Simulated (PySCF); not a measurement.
## Rotational lines of BBr

Lines J+1 ← J of the vibrational ground state, computed from PBE0 constants of BBr, ¹Σ⁺ (singlet), closed shell (PySCF, scalar-relativistic core potentials, basis sets B cc-pVTZ, Br cc-pVTZ-PP with ECP10; masses 11.0093 and 78.9183 u), in MHz:

| J | ν (MHz) |
| --- | --- |
| 5 | 174331.4 |
| 6 | 203375.9 |
| 7 | 232415.4 |
| 8 | 261449.2 |
| 9 | 290476.7 |

Problem. Find B0 and the effective bond length r0; with αe = 0.00404 cm⁻¹, find Re.

Solution. ν = 2B0(J+1) − 4D(J+1)³ gives B0 = 0.48466 cm⁻¹. With the reduced mass μred = 9.6615 u, r0 = √(16.8576/(μred·B0)) (u, cm⁻¹, Å) = 1.8974 Å. Be = B0 + αe/2 = 0.48668 cm⁻¹ gives Re = 1.893 Å.
